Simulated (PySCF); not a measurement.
Molfile (atoms numbered from 1):
```
C5H6F4
     RDKit          3D

 15 14  0  0  0  0  0  0  0  0999 V2000
   -2.5122   -0.0295   -0.2094 C   0  0  0  0  0  0  0  0  0  0  0  0
   -1.0338    0.1143   -0.2323 C   0  0  0  0  0  0  0  0  0  0  0  0
   -0.6173    0.9754   -1.1846 F   0  0  0  0  0  0  0  0  0  0  0  0
   -0.1696   -0.5014    0.5606 C   0  0  0  0  0  0  0  0  0  0  0  0
    1.3291   -0.3978    0.5837 C   0  0  0  0  0  0  0  0  0  0  0  0
    1.8474   -1.6534    0.4235 F   0  0  0  0  0  0  0  0  0  0  0  0
    1.7130   -0.0265    1.8429 F   0  0  0  0  0  0  0  0  0  0  0  0
    1.9645    0.5469   -0.4388 C   0  0  0  0  0  0  0  0  0  0  0  0
    3.3212    0.5401   -0.3037 F   0  0  0  0  0  0  0  0  0  0  0  0
   -2.9690    0.9428   -0.0279 H   0  0  0  0  0  0  0  0  0  0  0  0
   -2.8210   -0.7271    0.5606 H   0  0  0  0  0  0  0  0  0  0  0  0
   -2.8583   -0.3792   -1.1815 H   0  0  0  0  0  0  0  0  0  0  0  0
   -0.5492   -1.1811    1.3075 H   0  0  0  0  0  0  0  0  0  0  0  0
    1.6199    1.5707   -0.2688 H   0  0  0  0  0  0  0  0  0  0  0  0
    1.7310    0.2136   -1.4538 H   0  0  0  0  0  0  0  0  0  0  0  0
  1  2  1  0
  2  3  1  0
  2  4  2  0
  4  5  1  0
  5  6  1  0
  5  7  1  0
  5  8  1  0
  8  9  1  0
  1 10  1  0
  1 11  1  0
  1 12  1  0
  4 13  1  0
  8 14  1  0
  8 15  1  0
M  END
```

PySCF calculation with σ from GIAO-PBE0/pcSseg-1 and structure optimised with GFN2-xTB; no solvent, rapidly exchanging positions averaged, single conformer, non-relativistic.

Shifts are taken against calculated references (same method and geometry level): 13C vs TMS.

Do the 13C shifts follow the atomic charges (in e)? Tabulate both.

Results:


```json
{"atoms": "C2", "hybridisation": "sp2", "δ (ppm)": "170.7", "σ para (ppm)": "-234", "Hirshfeld": "+0.11", "IAO": "+0.32", "Mulliken": "+0.18", "ESP-fitted": "+0.57"}
{"atoms": "C5", "hybridisation": "sp3", "δ (ppm)": "124.1", "σ para (ppm)": "-178", "Hirshfeld": "+0.17", "IAO": "+0.55", "Mulliken": "+0.44", "ESP-fitted": "+0.66"}
{"atoms": "C4", "hybridisation": "sp2", "δ (ppm)": "110.0", "σ para (ppm)": "-185", "Hirshfeld": "-0.11", "IAO": "-0.26", "Mulliken": "-0.24", "ESP-fitted": "-0.76"}
{"atoms": "C8", "hybridisation": "sp3", "δ (ppm)": "87.6", "σ para (ppm)": "-146", "Hirshfeld": "-0.00", "IAO": "+0.02", "Mulliken": "+0.21", "ESP-fitted": "-0.08"}
{"atoms": "C1", "hybridisation": "sp3", "δ (ppm)": "21.7", "σ para (ppm)": "-84", "Hirshfeld": "-0.11", "IAO": "-0.44", "Mulliken": "-0.21", "ESP-fitted": "-0.59"}
```

Correlation coefficients of δ with charge over these carbons: Hirshfeld +0.71, IAO +0.75, Mulliken +0.53, ESP-fitted +0.68; with the paramagnetic shielding -0.99. With so few points, grouped by hybridisation, these coefficients are fragile. Charge is one influence among several: hybridisation and low-lying excitations act through the paramagnetic term.

Shifts are as computed. Against solution values, carbons near 30 ppm lie about +3 ppm off and those near 130 ppm about +5 ppm. Of 1309 compounds with measured shifts, 239 miss one by over three times the rms of a fit or turn the order of signals round; such compounds aren't used in these exercises.
